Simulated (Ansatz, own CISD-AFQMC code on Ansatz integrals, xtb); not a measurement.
Constitutional and geometric isomers with formula H4B2Si. Isolated molecules, 0 K electronic values unless said otherwise. One relaxed conformer stands for each flexible species; it need not be the lowest. Strings in code marks are SMILES.

Quantity: electronic energy of isomers of H4B2Si relative to `B1B[SiH2]1`, in eV. The DFT solution of `B=B[SiH3]` is unstable or spin-contaminated; the geometry comes from it. The restricted reference of `BB=[SiH2]`, `[H]/B=[SiH]\B` and `B=B[SiH3]` is unstable towards unrestricted orbitals. AFQMC values (own CISD-AFQMC code on Ansatz (a program for electronic structure) integrals) carry a statistical error of up to ±0.015 eV (one standard error) and the bias of the phaseless constraint.

Level 1: composite: frozen-core CCSD(T) with HF/cc-pVQZ and the correlation energy extrapolated as X^-3 from cc-pVTZ and cc-pVQZ, plus phaseless AFQMC minus CCSD(T) in cc-pVDZ // B3LYP-D3(BJ)/def2-TZVP (Ansatz)
Level 2: frozen-core CCSD(T)/cc-pVDZ // B3LYP-D3(BJ)/def2-TZVP (Ansatz)
Level 3: PBE/cc-pVTZ // B3LYP-D3(BJ)/def2-TZVP (Ansatz)
Level 4: GFN2-xTB (xtb)

| species | level 1 | level 2 | level 3 | level 4 |
|---|---|---|---|---|
| `[H]/B=[SiH]\B` | 0.90 | 0.73 | 1.03 | 0.83 |
| `BB=[SiH2]` | 0.70 | 0.54 | 0.75 | 0.119 |
| `B=B[SiH3]` | 1.71 | 1.61 | 2.11 | 1.34 |
